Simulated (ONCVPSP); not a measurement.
## sulfur (S): one change to an ONCV potential, before and after

* Element: sulfur (S)
* Generator: ONCVPSP 4.0.1
* Type: optimised norm-conserving Vanderbilt (ONCV)
* Functional: PBE
* Relativity: non-relativistic
* Frozen core: [Ne]
* Valence charge: 6
* Reference configuration: 3s2 3p4
* Partial waves: 3s: rc 1.25 bohr, ncon 5, nbas 10, qcut 6 1/bohr, 1 projector; 3p: rc 1.55 bohr, ncon 4, nbas 8, qcut 5.3 1/bohr, 3 projectors, debl 3.5 Ha
* Local potential: polynomial inside 0.95 bohr (lpopt 5, dvloc0 1 Ha)
* Core correction: Teter function, fcfact 1.75, rcfact 1.55

All-electron outer shells of the reference configuration (PBE, non-relativistic, ld1.x):

```json
{"shell": "2s", "level (eV)": "-210.43", "outermost node (bohr)": "0.13", "outermost maximum (bohr)": "0.39"}
{"shell": "2p", "level (eV)": "-156.49", "outermost node (bohr)": "–", "outermost maximum (bohr)": "0.33"}
{"shell": "3s", "level (eV)": "-17.14", "outermost node (bohr)": "0.60", "outermost maximum (bohr)": "1.42"}
{"shell": "3p", "level (eV)": "-7.02", "outermost node (bohr)": "0.58", "outermost maximum (bohr)": "1.61"}
```

Change: s: rc 1.3.

Cutoffs: the cutoffs (Ha) at which the residual kinetic energy of the hardest occupied pseudo-wave falls to 1 and 0.1 mHa per electron; they do not see the model core or the augmentation charge, which bear on the density cutoff. Errors are all-electron minus pseudo energies relative to the spin-unpolarised reference configuration.

Question: What does the change do?

Answer: The potential gets softer (14 Ha and 168 Ha → 13 Ha and 110 Ha); of the 4 tests that both files solve, the error grows in 0 and shrinks in 1 by more than 15 % and 0.3 meV (median size 18.6 → 17.6 meV); neither file shows a bound ghost. A larger radius leaves more room for a smooth pseudo-wave, so fewer plane waves are needed.

| quantity | base | changed |
| --- | --- | --- |
| cutoff, loose | 14 Ha | 13 Ha |
| cutoff, tight | 168 Ha | 110 Ha |
| loose cutoff by channel | s 14 Ha, p 6.0 Ha | s 13 Ha, p 6.0 Ha |
| bound ghosts | none | none |
| GHOST(+) flags under 300 eV | s at 6.5 eV | s at 7.1 eV |
| error for 3s2 3p3, meV [ΔE 11.78 eV] | +4.3 | +4.1 |
| error for 3s2 3p2, meV [ΔE 34.08 eV] | +33 | +31 |
| error for 3s2 3p1, meV [ΔE 68.13 eV] | +131 | +122 |
| error for 3s1 3p5, meV [ΔE 10.18 eV] | -0.8 | -0.5 |
| p: phases at 1.57 bohr within 0.05 rad from the reference energy up to (Ha; the scan ends near 5) | to the end of the scan | to the end of the scan |
| rms error of d²Exc/dni dnj with the model core, mHa | 0.63 | 0.60 |

Base: The cutoffs count occupied waves only; projector 3 of the p channel, the hardest unoccupied one, needs 80 Ha at the loose tolerance. Changed file: The cutoffs count occupied waves only; projector 3 of the p channel, the hardest unoccupied one, needs 80 Ha at the loose tolerance.
